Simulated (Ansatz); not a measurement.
Start from `[CH3][In]([NH2])[Br]` and change one element to get `[CH3][Al]([NH2])[Br]`.

Ansatz, PBE0-D4/def2-TZVP geometries, multiplicity 1. Each molecule was computed in one conformer, which needn't be the lowest.

Elements past krypton have def2 core potentials. Scalar relativity is left out up to krypton.

```tsv
property	`[CH3][In]([NH2])[Br]`
HOMO energy (B3LYP/def2-TZVPP) / eV	-7.05
HOMO–LUMO gap (PBE/def2-TZVPP) / eV	4.17
LUMO energy (PBE0/def2-TZVPP) / eV	-0.98
HOMO energy (PBE/def2-TZVPP) / eV	-5.96
HOMO–LUMO gap (B3LYP/def2-TZVPP) / eV	5.76
HOMO energy (PBE0/def2-TZVPP) / eV	-7.29
```

Problem. What does the change do to each property? (Best estimate.)

Solution. The calculation gave: 
```csv
property,`[CH3][Al]([NH2])[Br]`,shift
HOMO energy (B3LYP/def2-TZVPP) / eV,-7.36,-0.31
HOMO–LUMO gap (PBE/def2-TZVPP) / eV,5.33,1.16
LUMO energy (PBE0/def2-TZVPP) / eV,-0.10,0.88
HOMO energy (PBE/def2-TZVPP) / eV,-6.22,-0.26
HOMO–LUMO gap (B3LYP/def2-TZVPP) / eV,6.97,1.21
HOMO energy (PBE0/def2-TZVPP) / eV,-7.61,-0.32
```

With PBE0 the HOMO falls by 0.32 eV and the LUMO rises by 0.88 eV, so the gap widens by about 1.20 eV. PBE moves the HOMO by -0.26 eV and ωB97M-V by -0.37 eV.

B3LYP here is the variant with VWN-RPA as its local correlation; programs differ in this.

Spin–orbit coupling is left out; it splits and shifts lone-pair levels of the heavy atoms by tenths of an eV.
